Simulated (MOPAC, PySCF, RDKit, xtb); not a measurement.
Complex: NH3 (SMILES N) (first 4 atoms) with C2H3F (SMILES C=CF); geometry from B3LYP-D3(BJ)/def2-TZVP, rigid monomers moved along the line of their centres of mass till H2···F7 is 2.14 Å.
(charge 0, multiplicity 1):
```xyz
10

N     -0.02761    -0.09532     0.64328
H      0.65504     0.24668     1.31115
H      0.41783    -0.82509     0.09885
H     -0.24275     0.66623     0.00996
C     -1.01651    -0.37502     3.67192
C      0.08524     0.14180     4.17361
F      1.10783     0.55840     3.38400
H     -1.15253    -0.48952     2.60340
H     -1.79718    -0.68929     4.34957
H      0.31294     0.29598     5.21983
```

Counterpoise-corrected where a basis set is named; no monomer relaxation. Rows marked so take none.

Rows in STO-3G carry no dispersion term and start afresh at each structure. The state that AM1 reach isn't checked.

Codes used: MOPAC for AM1 (differences of heats of formation); PySCF for STO-3G rows; RDKit for the force fields; xtb for the GFN methods. Values without a source in brackets are computed.

One of these levels gives -0.58 kcal/mol for the interaction energy. Name it.
(A) GFN1-xTB
(B) HF/STO-3G (no counterpoise)
(C) AM1
(D) MMFF94

C, AM1. The others give 1.30 (MMFF94), -2.62 (GFN1-xTB), -1.63 (HF/STO-3G (no counterpoise))
